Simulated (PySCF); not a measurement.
Zr(F)3(Me) (CH3F3Zr), SMILES [CH3][Zr]([F])([F])[F], multiplicity 1.

Geometry optimised at r2SCAN-D4/def2-SVP. The spin state was assumed, not searched. The structure was generated by enumeration; whether it is a known compound was not checked. The def2 effective core potentials stand for the cores of Zr; spin–orbit coupling is left out.

Calculation: PySCF 2.14.0 with r2SCAN-D4/def2-SVP.

Frequencies are harmonic and unscaled.

Modes within 1.5 cm⁻¹ of each other (mostly degenerate sets) share a row, with their intensities summed.

| mode | ν (cm⁻¹) | IR (km/mol) | moving atoms (share of kinetic energy) |
|---|---|---|---|
| 1 | 84 | 0.0 | H 98 % |
| 2–3 | 136 | 1.7 | F 41 %, C 28 %, H 24 % |
| 4–6 | 154 | 47.8 | F 69 %, Zr 23 % |
| 7–8 | 481 | 20.3 | H 76 %, C 20 % |
| 9 | 524 | 71.5 | C 62 %, H 21 %, Zr 16 % |
| 10 | 670 | 53.6 | F 95 % |
| 11–12 | 704 | 359.6 | F 73 %, Zr 25 % |
| 13 | 1152 | 15.5 | H 78 %, C 22 % |
| 14–15 | 1392 | 16.1 | H 95 % |
| 16 | 3000 | 0.3 | H 97 % |
| 17–18 | 3109 | 7.1 | H 91 %, C 9 % |
